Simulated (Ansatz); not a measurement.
Harmonic frequencies (cm⁻¹) at PBE0-D4/def2-TZVP from Ansatz: 27, 77, 82, 200, 224, 256, 299, 331, 410, 534, 576, 757, 773, 790, 808, 874, 913, 934, 2244, 2267, 3896.

Each molecule was computed in one conformer, which needn't be the lowest.

(1) Which molecule is it?
A. `O[SiH2][Si](F)(Cl)Cl`
B. `F[SiH](Cl)O[SiH2]Cl`
C. `O[Si@H](Cl)[Si@H](F)Cl`
D. `F[Si](Cl)(Cl)O[SiH3]`

Answers

(1) C.
